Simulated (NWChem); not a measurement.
WH$_{2}$O$_{4}$; SMILES [W]([OH])(=[O])(=[O])[OH]

```xyz
7

W      0.0000     0.0000    -0.1216
O      0.0000     1.3553     0.9113
O      0.0000    -1.3553     0.9113
O      1.5418     0.0000    -1.1933
H      2.4865     0.0000    -1.0117
O     -1.5418     0.0000    -1.1933
H     -2.4865     0.0000    -1.0117
```
Atoms are numbered in this order, from 1.

This is a stationary point of PBE0/def2-SVP with def2 effective core potentials on W (NWChem), point group C2v. def2 effective core potentials on W; no spin-orbit coupling.

Problem. Is it a minimum? If not, what does it relax to?

Solution. No. It has an imaginary frequency of 135i cm⁻¹. Following that mode (on a finer grid) lowers the energy by 0.4 kcal/mol and ends, with real frequencies alone, at point group C2:
```xyz
7

W      0.0000     0.0000     0.0823
O      0.1204     1.3687     1.0907
O     -0.1204    -1.3687     1.0907
O      1.5497    -0.1482    -0.9751
H      2.3264     0.4200    -1.0079
O     -1.5497     0.1482    -0.9751
H     -2.3264    -0.4200    -1.0079
```
